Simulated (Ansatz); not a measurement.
Computed with Ansatz on PBE0-D4/def2-TZVP structures; ΔE is electronic, products minus reactants. CBS: MP2 limit from def2 TZ/QZ plus the TZ coupled-cluster correction, frozen cores. DFT in def2-TZVPP. HSE06 is defined as in plane-wave codes. Elements past krypton have def2 core potentials. For Se, Te outer-core shells are correlated without core-valence functions, which leaves a few kJ/mol of doubt a bond. Scalar relativity is left out up to krypton. Each species was taken in one conformer, which may not be the lowest.

Reaction (ligand exchange at a P–Te bond): `P[TeH]` + `[SeH][SiH2][SeH]` → `P[Se][SiH2][SeH]` + H₂Te

```json
{"level": "PBE0-D4", "ΔE (kcal/mol)": "3.3"}
{"level": "HSE06-D4", "ΔE (kcal/mol)": "3.3"}
{"level": "PBE0", "ΔE (kcal/mol)": "3.9"}
{"level": "r2SCAN0", "ΔE (kcal/mol)": "3.7"}
{"level": "CAM-B3LYP", "ΔE (kcal/mol)": "3.6"}
{"level": "LC-ωPBE", "ΔE (kcal/mol)": "3.3"}
{"level": "HF/def2-SVP", "ΔE (kcal/mol)": "4.2"}
{"level": "MP2/def2-TZVPP", "ΔE (kcal/mol)": "2.9"}
```

(1) What does CCSD(T)/CBS give? (An estimate is asked.)

(2) What do rigid-rotor, harmonic-oscillator terms from PBE0-D4/def2-TZVP frequencies (298.15 K, 1 bar) make of the CCSD(T)/CBS value? (An estimate is asked.)

Largest T1 diagnostic among the species: 0.011.

## Answers

(1) The calculation gave: +3.6 kcal/mol. The listed levels differ from it by -0.3, -0.3, 0.3, 0.1, 0.0, -0.3, 0.6, -0.7 kcal/mol.

(2) Computed: ΔZPE = -1.0 kcal/mol, ΔH = +3.1 kcal/mol, ΔS = 1 J/(mol·K), ΔG = +3.1 kcal/mol. Modes under 50 cm⁻¹ make the entropy rough.

The D4 term adds −1.0 kcal/mol with B3LYP and −0.6 kcal/mol with PBE0; it sums over pairs of atoms, weighted by their polarisabilities, and B3LYP, whose exchange is more repulsive, gets the larger term. In def2-TZVPP, CCSD(T) changes the Hartree–Fock value by −0.9 kcal/mol (the triples alone add −0.1 kcal/mol) and MP2 by −0.8 kcal/mol. Leaving LDA and LC-ωPBE aside and taking each functional with its dispersion term where it has one, the values, not all of them listed here, spread over 0.7 kcal/mol, from revPBE-D4 to B2PLYP.

B3LYP here is the variant with VWN-RPA as its local correlation; programs differ in this.
